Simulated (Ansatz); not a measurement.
Ligand exchange: how K changes with temperature for C2H5ClSi + BH2(NH2) ⇌ C2H7NSi + BH2Cl

Species: C2H5ClSi `C=C[SiH2]Cl`, singlet; BH2(NH2), singlet; C2H7NSi `C=C[SiH2]N`, singlet; BH2Cl `BCl`, singlet. The partners trade Cl for NH2: Si–Cl and B–NH2 bonds give way to Si–NH2 and B–Cl.

The electronic reaction energy at CCSD(T)/CBS estimate is +101.4 kJ/mol. Shapes: PBE0-D4/def2-TZVP. Flexible molecules stand in one conformer, not always the lowest. Programs: Ansatz 0.2.0. Enthalpy and entropy come from rigid-rotor, harmonic-oscillator sums on unscaled PBE0-D4/def2-TZVP wavenumbers, ideal gases at 1 bar; R ln 2 is added for the mirror twin of the chiral shape of C2H5ClSi. Symmetry numbers: C2H5ClSi 1, BH2(NH2) 2, C2H7NSi 1, BH2Cl 2. R = 8.3145 J/(mol K).

| T (K) | ΔH (kJ/mol) | ΔS (J/(mol K)) |
| --- | --- | --- |
| 500 | +96.5 | +9.2 |
| 700 | +97.5 | +10.9 |
| 900 | ? | ? |

Problem. Work out ln K at 500 and 700 K, and from these estimate it at 900 K.

Solution. 
1. 500 K: ΔG = +96.5 − 500 × (+9.2)/1000 = +91.9 kJ/mol; ln K = −ΔG/RT = -22.11.
2. 700 K: ΔG = +97.5 − 700 × (+10.9)/1000 = +89.9 kJ/mol; ln K = −ΔG/RT = -15.45.
3. Slope against 1000/T: (-15.45 − (-22.11))/(1.4286 − 2.0000) = -11.66, that is −ΔH/R with ΔH near +97 kJ/mol.
4. 900 K: ln K = -22.11 + (-11.66) × (1.1111 − 2.0000) = -11.75.

The full sums give ΔH = +98.3 kJ/mol, ΔS = +11.8 J/(mol K), ΔG = +87.7 kJ/mol and ln K = -11.72 at 900 K, so the line is off by -0.03 in ln K; without rounding the miss is -0.03, from the change of ΔH with temperature. The reactants are favoured over this whole range. An error of 10 kJ/mol in the energy moves ln K by 1.3 at 900 K. Soft modes are treated as harmonic, which can err either way at these temperatures; the lowest are those of C2H5ClSi (80 cm⁻¹), C2H7NSi (107 cm⁻¹). Other conformers aren't counted. The CBS estimate extrapolates MP2 from def2-TZVPP and def2-QZVPP and adds CCSD(T) − MP2 in the triple-zeta set, cores frozen.
